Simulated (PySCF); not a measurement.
A GIAO shielding run with PySCF 2.14.0 with density-fitted response routines (density fitting, non-relativistic, gas phase) on SMILES [H]/N=C/[C@@H]1C[C@@H]2C[C@@H]2C1, C₇H₁₁N:

```
$ OMP_NUM_THREADS=1 python probes_run.py task.json out

{"job": {"kind": "nmr", "xc": "PBE0", "basis": "pcSseg-1"}, "charge": 0, "multiplicity": 1}
H     -2.540474     1.870166     1.234260
N     -2.078801     1.343634     0.496692
C     -1.566747     0.252161     0.841832
C     -0.892809    -0.653855    -0.143976
C      0.369504    -1.319794     0.441100
C      1.529841    -0.513921    -0.098059
C      1.448414     0.974350     0.061959
C      1.035962     0.334885    -1.229920
C     -0.443552     0.082367    -1.417987
H     -1.601098    -0.152473     1.866316
H     -1.639917    -1.419737    -0.382559
H      0.348134    -1.334872     1.532673
H      0.451732    -2.351625     0.093622
H      2.498796    -0.991834    -0.117156
H      0.682379     1.387873     0.698450
H      2.374132     1.530113     0.076662
H      1.629234     0.507725    -2.116061
H     -0.601502    -0.540146    -2.299851
H     -1.013032     1.004233    -1.530295
```

Hardware: 1 thread of an Arm Neoverse N1, shared host. The job also computes population analyses, field gradients, ring-centre shieldings.

Question: How large is the calculation?

Answer: 60 electrons, 191 basis functions and 979 auxiliary functions.

Question: How long does it take, and how much memory does it need?

Answer: 59 s of wall time, with 14 SCF cycles and 5 response iterations; peak memory 0.86 GiB. Times on a shared host scatter by some tens of per cent.
